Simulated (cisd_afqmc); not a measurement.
Input (AFQMC/CISD/cc-pV(D+d)Z; cisd_afqmc is a phaseless AFQMC code with CISD trial states that reads the integrals written by Ansatz): A basis named .json is the Basis Set Exchange file of that set.

Ansatz 0.2 input:
```python
import cisd_afqmc

open("ham.yaml", "w").write("""\
crystal:
  periodic: [false, false, false]
  atoms:
    - {symbol: S, position_ang: [-0.81280242, -0.12519103, 0.56065771]}
    - {symbol: S, position_ang: [0.89726807, 0.12289137, -0.59284163]}
    - {symbol: H, position_ang: [-1.70325745, -0.52859580, -0.37989177]}
    - {symbol: H, position_ang: [1.63475489, -0.58119172, 0.29133482]}
    - {symbol: H, position_ang: [-1.28294775, 1.14658208, 0.60349966]}
basis:
  gaussian:
    orbitals: cc-pV_D+d_Z.json
total_charge: 1
magnetization: {spin_polarized: false}
correlation: {method: ccsd, electrons: outside_noble_gas, hamiltonian_folder: ham}
""")
rep = cisd_afqmc.ansatz("ham.yaml")
e_ccsd = rep["correlation"]["coupled_cluster"]["energy"]["hartree"]
out = cisd_afqmc.run("ham", e_ccsd, trial="CISD", walkers=100, populations=8, threads=8, dt=0.005, steps=40, early=24, settle=10, least=32,
    cut=5e-5, rank_cut=2e-4, target=0.0004, seconds=1500, seed=1, memory=17280, gpu=False)
```

Output:

```
orbitals 51, occupied [7], factors 306 of 592, rank of the doubles 133 of 308
E(HF) = -796.516314
E(CCSD) on the cut factors = -796.830385, shift to the whole factors -0.000013
Energy of the trial state on the determinant = -796.830276
  tau behind 7.2 of longer steps, mean of the populations' last blocks
   2.0  -796.84287
   4.0  -796.84051
   6.0  -796.84025
   8.0  -796.84136
blocks 305 (0 outliers left out), error by blocks joined: 1: 0.00019, 2: 0.00024, 4: 0.00028, 8: 0.00030, 16: 0.00033
E(AFQMC/CISD) = -796.84061 +/- 0.00033
```
